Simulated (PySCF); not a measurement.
Precursor series Zn OH-NH2. Gas-phase values, no solvent. One relaxed conformer stands for each flexible species; it need not be the lowest.

Level of theory: B3LYP-D3(BJ)/def2-TZVP // PBE-D3(BJ)/def2-SVP (PySCF 2.14.0). All candidates: neutral, multiplicity 1. B3LYP has the VWN-RPA correlation part, as in Gaussian. 

```
Item             Result
-------------  --------
HOMO–LUMO gap   5.85 eV
LUMO           -1.17 eV
HOMO           -7.02 eV
```

Problem. Say which member has these values.
(A) [Zn(NH2)2]
(B) [Zn(OH)(NH2)]
(C) [Zn(OH)2]

Solution. B, [Zn(OH)(NH2)]. The others give [Zn(OH)2]: 6.64 eV, -1.53 eV, -8.17 eV; [Zn(NH2)2]: 5.87 eV, -0.76 eV, -6.63 eV
